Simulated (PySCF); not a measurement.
A structure optimised at PBE-D3(BJ)/def2-SVP, used in a PySCF frequency run:

```xyz
4

In     0.0000     0.0000    -0.3327
Cl     0.0000     0.0000    -2.6808
Br     0.0000     2.1604     0.8839
Br     0.0000    -2.1604     0.8839
```

Problem. Write its SMILES, formula and point group.

Solution. [Cl][In]([Br])[Br], Br2ClIn, C2v

Problem. What are its rotational constants (standard atomic weights)?

Solution. 1.2888, 0.67754, 0.44408 GHz
